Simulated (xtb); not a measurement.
A run for xtb: GFN2-xTB on CH2F2 (SMILES FCF).

```
$ xtb mol.xyz --gfn 2 --sp --chrg 0 --uhf 0
5

F      0.35384288    -0.76144484     3.35332530
C     -0.46430787     0.13831129     3.97189869
F      0.11999818     1.36546091     3.90791212
H     -0.56564619    -0.14916661     5.01949680
H     -1.41258881     0.17222954     3.43423666
```

Output:

```
[...]
           -------------------------------------------------
          |                Calculation Setup                |
           -------------------------------------------------



           -------------------------------------------------
          |                 G F N 2 - x T B                 |
           -------------------------------------------------

        Reference                      10.1021/acs.jctc.8b01176
      * Hamiltonian:
        H0-scaling (s, p, d)           1.850000    2.230000    2.230000
        zeta-weighting                 0.500000
      * Dispersion:
        s8                             2.700000
        a1                             0.520000
        a2                             5.000000
        s9                             5.000000
      * Repulsion:
        kExp                           1.500000    1.000000
        rExp                           1.000000
      * Coulomb:
        alpha                          2.000000
        third order                    shell-resolved
        anisotropic                    true
        a3                             3.000000
        a5                             4.000000
        cn-shift                       1.200000
        cn-exp                         4.000000
        max-rad                        5.000000


          ...................................................
          :                      SETUP                      :
          :.................................................:
          :  # basis functions                  14          :
          :  # atomic orbitals                  14          :
          :  # shells                            8          :
          :  # electrons                        20          :
          :  max. iterations                   250          :
          :  Hamiltonian                  GFN2-xTB          :
          :  restarted?                      false          :
          :  GBSA solvation                  false          :
          :  PC potential                    false          :
          :  electronic temp.          300.0000000     K    :
          :  accuracy                    1.0000000          :
          :  -> integral cutoff          0.2500000E+02      :
          :  -> integral neglect         0.1000000E-07      :
          :  -> SCF convergence          0.1000000E-05 Eh   :
          :  -> wf. convergence          0.1000000E-03 e    :
          :  Broyden damping             0.4000000          :
          :  net charge                          0          :
          :  unpaired electrons                  0          :
          ...................................................

 iter      E             dE          RMSdq      gap      omega  full diag
   1    -12.6373798 -0.126374E+02  0.539E+00   14.57       0.0  T
   2    -12.6668631 -0.294834E-01  0.269E+00   13.76       1.0  T
   3    -12.6674482 -0.585128E-03  0.122E+00   13.95       1.0  T
   4    -12.6676319 -0.183607E-03  0.126E-01   13.96       1.0  T
   5    -12.6676332 -0.133182E-05  0.231E-02   13.96       1.9  T
   6    -12.6676332 -0.116900E-07  0.296E-03   13.96      15.1  T
   7    -12.6676332 -0.709843E-08  0.796E-04   13.96      56.2  T
   8    -12.6676332 -0.325695E-10  0.293E-04   13.96     152.8  T

   *** convergence criteria satisfied after 8 iterations ***

         #    Occupation            Energy/Eh            Energy/eV
      -------------------------------------------------------------
         1        2.0000           -0.8530567             -23.2129
       ...           ...                  ...                  ...
         4        2.0000           -0.6046010             -16.4520
         5        2.0000           -0.5967193             -16.2376
         6        2.0000           -0.5927216             -16.1288
         7        2.0000           -0.5259103             -14.3107
         8        2.0000           -0.5177597             -14.0890
         9        2.0000           -0.5135127             -13.9734
        10        2.0000           -0.4813289             -13.0976 (HOMO)
        11                          0.0318366               0.8663 (LUMO)
        12                          0.0464884               1.2650
        13                          0.0934126               2.5419
        14                          0.1736619               4.7256
      -------------------------------------------------------------
                  HL-Gap            0.5131656 Eh           13.9639 eV
             Fermi-level           -0.2247462 Eh           -6.1157 eV

 SCC (total)                   0 d,  0 h,  0 min,  0.003 sec
 SCC setup                      ...        0 min,  0.000 sec (  4.102%)
 Dispersion                     ...        0 min,  0.000 sec (  1.596%)
 classical contributions        ...        0 min,  0.000 sec (  0.790%)
 integral evaluation            ...        0 min,  0.000 sec ( 13.069%)
 iterations                     ...        0 min,  0.002 sec ( 50.641%)
 molecular gradient             ...        0 min,  0.001 sec ( 22.455%)
 printout                       ...        0 min,  0.000 sec (  5.206%)

         :::::::::::::::::::::::::::::::::::::::::::::::::::::
         ::                     SUMMARY                     ::
         :::::::::::::::::::::::::::::::::::::::::::::::::::::
         :: total energy             -12.616737919170 Eh    ::
         :: gradient norm              0.024828916866 Eh/a0 ::
         :: HOMO-LUMO gap             13.963945419166 eV    ::
         ::.................................................::
         :: SCC energy               -12.667633184621 Eh    ::
         :: -> isotropic ES            0.026775467230 Eh    ::
         :: -> anisotropic ES          0.000883720328 Eh    ::
         :: -> anisotropic XC         -0.009614072794 Eh    ::
         :: -> dispersion             -0.000981282818 Eh    ::
         :: repulsion energy           0.050895265451 Eh    ::
         :: add. restraining           0.000000000000 Eh    ::
         :: total charge              -0.000000000000 e     ::
         :::::::::::::::::::::::::::::::::::::::::::::::::::::

           -------------------------------------------------
          |                Property Printout                |
           -------------------------------------------------

    * Orbital Energies and Occupations

         #    Occupation            Energy/Eh            Energy/eV
      -------------------------------------------------------------
         1        2.0000           -0.8530567             -23.2129
         2        2.0000           -0.8455594             -23.0088
         3        2.0000           -0.6599288             -17.9576
         4        2.0000           -0.6046010             -16.4520
         5        2.0000           -0.5967193             -16.2376
         6        2.0000           -0.5927216             -16.1288
         7        2.0000           -0.5259103             -14.3107
         8        2.0000           -0.5177597             -14.0890
         9        2.0000           -0.5135127             -13.9734
        10        2.0000           -0.4813289             -13.0976 (HOMO)
        11                          0.0318366               0.8663 (LUMO)
        12                          0.0464884               1.2650
        13                          0.0934126               2.5419
        14                          0.1736619               4.7256
      -------------------------------------------------------------
                  HL-Gap            0.5131656 Eh           13.9639 eV
             Fermi-level           -0.2247462 Eh           -6.1157 eV

     #   Z          covCN         q      C6AA      α(0)
     1   9 F        0.784    -0.217    11.411     3.990
Note: The following floating-point exceptions are signalling: IEEE_DENORMAL
normal termination of xtb
     2   6 C        3.415     0.264    19.163     6.718
     3   9 F        0.784    -0.215    11.389     3.986
     4   1 H        0.924     0.084     1.938     2.177
     5   1 H        0.924     0.084     1.938     2.177

 Mol. C6AA /au·bohr⁶  :        190.369068
 Mol. C8AA /au·bohr⁸  :       3680.912359
 Mol. α(0) /au        :         19.048979


Wiberg/Mayer (AO) data.
largest (>0.10) Wiberg bond orders for each atom

 ---------------------------------------------------------------------------
     #   Z sym  total        # sym  WBO       # sym  WBO       # sym  WBO
 ---------------------------------------------------------------------------
     1   9 F    1.042 --     2 C    0.962
     2   6 C    3.847 --     3 F    0.965     1 F    0.962     5 H    0.960
                             4 H    0.960
     3   9 F    1.045 --     2 C    0.965
     4   1 H    0.993 --     2 C    0.960
     5   1 H    0.993 --     2 C    0.960
 ---------------------------------------------------------------------------

Topologies differ in total number of bonds
Writing topology from bond orders to xtbtopo.mol

molecular dipole:
                 x           y           z       tot (Debye)
 q only:       -0.739      -0.170       0.360
   full:       -0.885      -0.203       0.431       2.556
molecular quadrupole (traceless):
                xx          xy          yy          xz          yz          zz
 q only:       -1.051      -0.038      -5.004      -7.984      -2.468       6.054
  q+dip:       -1.012      -0.048      -7.371      -8.801      -3.575       8.383
   full:       -1.097      -0.044      -6.840      -9.108      -3.335       7.936


           -------------------------------------------------
          | TOTAL ENERGY              -12.616737919170 Eh   |
          | GRADIENT NORM               0.024828916866 Eh/α |
          | HOMO-LUMO GAP              13.963945419166 eV   |
           -------------------------------------------------

------------------------------------------------------------------------
------------------------------------------------------------------------
 total:
 SCF:
```

The run finished.

Cost: around 0.07 core-seconds (rough).
